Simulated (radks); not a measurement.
These are the eigenvalues of the occupied orbitals of an atom or ion with whole-number occupations (eV). Calculated with a radial shooting solver on a logarithmic mesh with Libxc functionals: scalar-relativistic Kohn-Sham, LDA (Slater exchange, VWN5 correlation), spin-polarised, spherical densities, finite nucleus; Fermi nuclear charge, rms radius of each element as measured or else 0.836 A^(1/3) + 0.57 fm.

| orbital | eigenvalue |
|---|---|
| 1s up | -2754.639 |
| 1s down | -2754.124 |
| 2s up | -264.2310 |
| 2s down | -263.6645 |
| 2p up | -204.1653 |
| 2p down | -203.5427 |
| 3s up | -31.9480 |
| 3p up | -19.2018 |
| 3p down | -17.1876 |
| 4f up | -0.4671 |

Which element is it, and in what charge state? The configuration may be excited. Open shells, if any, are filled with parallel spins first.

Answer. Z = 17, chlorine, charge 0: Cl in [Ne] 3s1 3p5 4f1. The list shows which subshells hold electrons but not how many an open one holds; the 1s level, -101.23 hartree, gives Z - s = 14.2 by -(Z - s)^2/2, which with screening and relativity narrows Z to a few neighbours, and the depths of the outer levels then fix element, charge and occupations together.
